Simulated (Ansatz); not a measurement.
`C[CH2][Sn]([CH2]C)([CH2]C)[CH2]C`, relaxed with RKS PBE0-D4/def2-TZVP in the Gaussian-basis code of Ansatz from a PBE-D4/def2-SVP geometry. The force threshold is 0.005 eV/Å; the program also tests the step.

Total charge 0; spin multiplicity 1. Sn: def2 effective core potential.

Start:

```xyz
29

C    -2.924   -1.035   -0.022
C    -2.274    0.352   -0.023
Sn   -0.096    0.300    0.234
C     0.814   -0.677   -1.506
C     2.344   -0.635   -1.485
C     0.410   -0.893    2.009
C     0.432   -2.399    1.735
C     0.702    2.340    0.360
C     0.428    3.162   -0.903
H    -2.762   -1.567    0.939
H    -4.024   -0.984   -0.178
H    -2.517   -1.687   -0.824
H    -2.690    0.989    0.787
H    -2.476    0.888   -0.975
H     0.411   -0.182   -2.414
H     0.442   -1.723   -1.528
H     2.792   -1.145   -2.365
H     2.729    0.406   -1.485
H     2.760   -1.130   -0.582
H    -0.330   -0.639    2.798
H     1.394   -0.539    2.381
H    -0.550   -2.772    1.374
H     1.180   -2.668    0.959
H     0.687   -2.988    2.644
H     1.793    2.252    0.552
H     0.264    2.822    1.259
H     0.871    2.692   -1.806
H     0.850    4.189   -0.836
H    -0.659    3.273   -1.098
```

| step | energy (eV) | largest force (eV/Å) | largest move (Å) |
| --- | --- | --- | --- |
| 1 | -14447.1323 | 0.544 | 0.000 |
| 2 | -14447.2514 | 0.181 | 0.073 |
| 3 | -14447.2605 | 0.086 | 0.042 |
| 4 | -14447.2620 | 0.045 | 0.021 |
| 5 | -14447.2622 | 0.005 | 0.006 |
| 6 | -14447.2622 | 0.001 | 0.004 |
| 7 | -14447.2622 | 0.004 | 0.012 |
| 8 | -14447.2622 | 0.003 | 0.007 |
| 9 | -14447.2622 | 0.002 | 0.012 |

End:

```xyz
29

C    -2.912   -1.024   -0.020
C    -2.251    0.348   -0.028
Sn   -0.105    0.281    0.217
C     0.796   -0.662   -1.506
C     2.318   -0.622   -1.474
C     0.412   -0.870    1.974
C     0.443   -2.374    1.733
C     0.674    2.291    0.367
C     0.445    3.114   -0.893
H    -2.745   -1.547    0.926
H    -3.995   -0.956   -0.163
H    -2.522   -1.666   -0.816
H    -2.655    0.975    0.772
H    -2.459    0.871   -0.966
H     0.414   -0.159   -2.400
H     0.436   -1.693   -1.555
H     2.760   -1.103   -2.353
H     2.694    0.405   -1.445
H     2.718   -1.133   -0.593
H    -0.307   -0.619    2.760
H     1.386   -0.516    2.324
H    -0.529   -2.755    1.410
H     1.164   -2.643    0.956
H     0.722   -2.925    2.637
H     1.741    2.216    0.593
H     0.207    2.769    1.233
H     0.918    2.654   -1.767
H     0.854    4.126   -0.801
H    -0.619    3.216   -1.122
```

Run time 30 s (5 threads of an AMD EPYC 7R13 on a shared host and a share of an NVIDIA H100 80 GB); peak host memory 1.1 GiB.
